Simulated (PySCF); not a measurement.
H₂OSi, SMILES O=[SiH2]. Heavy atoms are numbered as in [SiH2:1]=[O:2]. Hydrogens are named by the atom that carries them.

Geometry: B3LYP-D3(BJ)/def2-TZVP.

Calculation: PBE0/pcSseg-2 run with PySCF.

GIAO shieldings, no solvent; atoms alike by connectivity are averaged. δ = σ(ref) − σ: ²⁹Si against TMS (σ = 341.9 ppm); ¹⁷O against H2O (σ = 327.8 ppm); ¹H against TMS (σ = 31.54 ppm), references at their B3LYP-D3(BJ)/def2-TZVP geometries, non-relativistic.

```json
[
 {"atoms": "Si1 (SiH2)", "nucleus": "²⁹Si", "count": "1", "δ (ppm)": "…"},
 {"atoms": "O2", "nucleus": "¹⁷O", "count": "1", "δ (ppm)": "481.7"},
 {"atoms": "H on Si1", "nucleus": "¹H", "count": "2", "δ (ppm)": "6.72"}
]
```

Task: Some entries are withheld; supply them. (An estimate is asked for; the answer gives what the named calculation found.)

Result: 
- Si1 (SiH2), δ (ppm): 88.8
